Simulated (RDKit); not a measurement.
Input for RDKit: UFF on H10Si4 (SMILES [SiH3][SiH]([SiH3])[SiH3]).

```python
from rdkit import Chem
from rdkit.Chem import AllChem, rdDetermineBonds

blocks = [
'''14

Si   -0.79244163   -2.06356721   -0.15058484
Si    0.00480786    0.07925491   -0.66510997
Si   -1.39426148    1.69660647    0.29330289
Si    2.18441796    0.33112876    0.15795870
H     0.08080543   -3.10770527   -0.74000595
H    -2.17165660   -2.25039792   -0.66335136
H    -0.80837033   -2.23734590    1.32255479
H     0.01650653    0.25548936   -2.14279737
H    -0.91502407    3.06409150   -0.02345215
H    -1.39777435    1.52659531    1.76692025
H    -2.78480134    1.55212295   -0.20224561
H     2.17285811    0.15303016    1.63071799
H     2.71253939    1.68258786   -0.15045274
H     3.09239449   -0.68189097   -0.43345466
''',
]
mol = None
for b in blocks:
    f = Chem.MolFromXYZBlock(b)
    rdDetermineBonds.DetermineBonds(f, charge=0)
    mol = f if mol is None else Chem.CombineMols(mol, f)
Chem.SanitizeMol(mol)
print(Chem.MolToSmiles(Chem.RemoveHs(mol)))
ff = AllChem.UFFGetMoleculeForceField(mol, vdwThresh=100.0, ignoreInterfragInteractions=False)
e = ff.CalcEnergy()
print(f'UFF energy {e:.6f} kcal/mol')
```

It printed:

```
[SiH3][SiH]([SiH3])[SiH3]
UFF energy 4.773328 kcal/mol
```

The run finished.

Cost: roughly 0.03 core-seconds.
